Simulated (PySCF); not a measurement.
Polarisability and C₆ of Ge¹⁴⁺ (germanium, charge +14)

[Ar], closed-shell 1S. Computed with PySCF 2.14 in an uncontracted even-tempered set (19 s from 1.1 bohr⁻², ratio 2.5; 12 p from 1.4 bohr⁻², ratio 2.5; 5 d from 8.6 bohr⁻², ratio 2.7; 4 f from 13 bohr⁻², ratio 2.7), with scalar relativity by spin-free X2C-1e. Coupled (time-dependent) response in atomic units; α is the mean over directions.

```
method  mean α (bohr³)  C₆ (like pair)     S(−4)
   UHF         0.06862         0.02625  0.001835
  PBE0         0.06943         0.02659  0.001885
```

S(−4) is the Cauchy moment in α(ω) = α(0) + S(−4) ω² + …

α(iu) at UHF:

```csv
u (hartree),α(iu) (bohr³)
0,0.06862
0.700,0.06773
1.40,0.06523
2.80,0.05712
4.20,0.04791
5.60,0.03976
7.00,0.03326
10.5,0.02278
14.0,0.01709
21.0,0.01139
35.0,0.006699
```

For an ion, C₆ is the dispersion term alone; charge-induced terms of lower order in 1/R come first.
